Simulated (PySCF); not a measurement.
Ga(Cl)(nPr)2, SMILES CC[CH2][Ga]([Cl])[CH2]CC (GFN2-xTB optimised geometry):

```
22

Ga     1.025    -0.711     0.000
Cl     3.138    -0.711     0.000
C      0.079     1.135     0.000
C      1.101     2.272     0.000
C      0.425     3.640     0.000
H     -0.572     1.209     0.879
H     -0.571     1.209    -0.880
H      1.745     2.187     0.883
H      1.744     2.187    -0.883
H     -0.203     3.757    -0.881
H      1.169     4.433     0.000
H     -0.201     3.757     0.883
C      0.121    -2.576    -0.003
C     -1.406    -2.483     0.010
C     -2.053    -3.865     0.005
H      0.475    -3.138     0.871
H      0.461    -3.129    -0.888
H     -1.735    -1.934     0.898
H     -1.748    -1.922    -0.867
H     -1.759    -4.421    -0.884
H     -3.138    -3.781     0.014
H     -1.744    -4.433     0.880
```

Method: PBE0/def2-SVP (PySCF).

### Question
What are the frontier orbital energies and the dipole moment?

### Answer
HOMO-2 -8.82 eV, HOMO-1 -8.46 eV, HOMO -7.01 eV, LUMO -0.84 eV, LUMO+1 0.22 eV; dipole moment 2.06 D.

On the same geometry PBE/def2-SVP (PySCF 2.14.0) gives HOMO-2 -7.36 eV, HOMO-1 -7.17 eV, HOMO -5.82 eV, LUMO -1.60 eV, LUMO+1 -0.65 eV; dipole moment 1.94 D.

Meta-Löwdin charges at PBE0/def2-SVP: Ga1 0.56, Cl2 -0.27, C3 -0.36, C4 -0.15, C5 -0.30, H6 0.10, H7 0.10, H8 0.09, H9 0.09, H10 0.09, H11 0.10, H12 0.09, C13 -0.37, C14 -0.15, C15 -0.29, H16 0.10, H17 0.10, H18 0.09, H19 0.09, H20 0.10, H21 0.10, H22 0.10.
